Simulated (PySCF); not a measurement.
# Correlation energy of Pb+ (lead, charge +1)

[Xe] 4f14 5d10 6s2 7s1, 2S determinant (an excited configuration). Calculation: PySCF 2.14, in aug-cc-pwCVDZ-PP with ECP60MDF (6s5p4d1f, 48 functions); scalar relativity through the core potential. Frozen: 5s2 5p6 5d10; 3 electrons correlated.

MP2 pair energies summed by pair of shells (mhartree):

```tsv
pair	energy	share (%)
6s-6s	-19.63	74.6
6s-7s	-6.67	25.4
```

Total MP2 correlation energy: -26.30 mhartree.

Same-spin part -2.61 and opposite-spin part -23.70 mhartree; SCS-MP2 scales them by 1/3 and 6/5 to -29.30 mhartree.
